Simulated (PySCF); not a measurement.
Job file and geometry (Å, from GFN2-xTB) of an NMR shielding run on `CC[Si@@H]1SC[C@@H](OC)S1`, C5H12OS2Si, GIAO PBE0/pcSseg-1 NMR shielding, non-relativistic, gas phase (PySCF); density fitting, a coarse starting grid and PySCF grid level 2 are the driver's defaults:

```
{"job": {"kind": "nmr", "xc": "PBE0", "basis": "pcSseg-1"}, "charge": 0, "multiplicity": 1}
C      3.305091    -0.700697    -0.402935
C      2.648539     0.417199     0.396165
Si     0.801118     0.564886     0.022546
S     -0.166226     2.104478     1.167323
C     -1.479418     1.040256     1.845807
C     -1.781431    -0.141752     0.946442
O     -2.241420     0.323892    -0.273053
C     -2.796120    -0.666114    -1.108624
S     -0.263491    -1.159485     0.736901
H      2.845262    -1.657582    -0.167579
H      4.367206    -0.763638    -0.175077
H      3.195030    -0.523234    -1.469744
H      3.126596     1.366100     0.156649
H      2.810566     0.242520     1.461580
H      0.487164     0.749004    -1.392021
H     -1.164487     0.693141     2.829214
H     -2.366373     1.665630     1.940549
H     -2.512951    -0.805795     1.431614
H     -2.052601    -1.431633    -1.353399
H     -3.115808    -0.155781    -2.013774
H     -3.655164    -1.144452    -0.625723
```

Task: What does the program print?

Result: 
```
coarse grid: 18832 points
cycle   1  E = -1357.9593080543  dE =  1.078e+00  |g| = 6.212e-01  |ddm| = 4.180e+00
cycle   2  E = -1357.9027080551  dE =  5.660e-02  |g| = 8.467e-01  |ddm| = 1.284e+00
cycle   3  E = -1358.0418128988  dE = -1.391e-01  |g| = 1.020e-01  |ddm| = 7.662e-01
cycle   4  E = -1358.0436318994  dE = -1.819e-03  |g| = 3.977e-02  |ddm| = 1.321e-01
cycle   5  E = -1358.0439662502  dE = -3.344e-04  |g| = 9.084e-03  |ddm| = 4.813e-02
cycle   6  E = -1358.0439846050  dE = -1.835e-05  |g| = 3.455e-03  |ddm| = 1.384e-02
cycle   7  E = -1358.0439872800  dE = -2.675e-06  |g| = 8.864e-04  |ddm| = 4.571e-03
final grid: 167136 points
cycle   8  E = -1358.1119444972  dE = -3.372e-05  |g| = 1.359e-02  |ddm| = 3.365e-02
cycle   9  E = -1358.1119110891  dE =  3.341e-05  |g| = 1.850e-02  |ddm| = 2.466e-02
cycle  10  E = -1358.1119839497  dE = -7.286e-05  |g| = 1.476e-03  |ddm| = 1.488e-02
cycle  11  E = -1358.1119844331  dE = -4.834e-07  |g| = 2.182e-04  |ddm| = 1.624e-03
cycle  12  E = -1358.1119844437  dE = -1.052e-08  |g| = 7.628e-05  |ddm| = 3.109e-04
cycle  13  E = -1358.1119844449  dE = -1.251e-09  |g| = 2.926e-05  |ddm| = 9.545e-05
cycle  14  E = -1358.1119844451  dE = -1.710e-10  |g| = 5.903e-06  |ddm| = 2.647e-05
converged SCF energy = -1358.1119844451

GIAO shielding tensors (ppm)
atom      isotropic    diamagn.    paramagn.     s11        s22        s33       span
  0 C      176.296     246.214     -69.918    167.671    172.894    188.324     20.653
  1 C      173.682     254.133     -80.451    163.282    175.642    182.121     18.840
  2 Si     317.800     879.525    -561.725    261.765    335.023    356.612     94.847
  3 S      664.742    1058.038    -393.296    516.766    636.148    841.312    324.546
  4 C      139.932     250.308    -110.376    111.439    140.217    168.139     56.700
  5 C       90.958     254.795    -163.837     62.092     91.898    118.883     56.791
  6 O      263.053     400.645    -137.592    209.560    259.073    320.526    110.967
  7 C      129.476     245.289    -115.813     96.482    107.802    184.145     87.663
  8 S      577.459    1060.864    -483.405    372.746    548.706    810.925    438.178
  9 H       30.798      30.242       0.556     24.954     31.510     35.929     10.974
 10 H       30.256      26.241       4.016     24.786     27.284     38.698     13.912
 11 H       30.674      29.259       1.415     26.138     28.811     37.072     10.934
 12 H       30.485      30.212       0.273     24.752     30.059     36.643     11.891
 13 H       30.633      31.316      -0.682     25.875     30.113     35.913     10.038
 14 H       26.170      30.369      -4.199     22.280     24.246     31.985      9.705
 15 H       28.678      30.893      -2.215     23.172     26.282     36.580     13.409
 16 H       28.314      29.910      -1.597     21.986     26.448     36.507     14.520
 17 H       26.634      32.936      -6.302     23.545     23.937     32.420      8.874
 18 H       27.666      30.707      -3.041     22.862     27.195     32.942     10.080
 19 H       28.066      28.887      -0.821     23.744     25.315     35.139     11.395
 20 H       28.770      28.441       0.329     24.429     25.607     36.275     11.845
```

Task: Turn these shieldings into chemical shifts. References, each an isolated molecule treated in the same way: 13C (σ = 186.93 ppm), 29Si (σ = 349.16 ppm), 1H (σ = 31.72 ppm) against TMS; 33S (σ = 503.73 ppm) against CS2; H2O for 17O (σ = 336.08 ppm).

Result: Averaging equivalent atoms: C 5: 96.0; C 7: 57.4; C 4: 47.0; C 1: 13.2; C 0: 10.6; Si 2: 31.4; S 8: -74; S 3: -161; O 6: 73.0; H 14: 5.55; H 17: 5.08; H 18/19/20: 3.55; H 16: 3.40; H 15: 3.04; H 12: 1.23; H 9/10/11: 1.14; H 13: 1.08 ppm. Experimental scales use liquid or dissolved standards, which lie at an offset from isolated H2O (liquid H2O: subtract about 36 ppm).

Size and cost of the density-fitted run: 234 basis functions, 51 s wall time on 1 thread of an x86-64 server CPU, shared host.
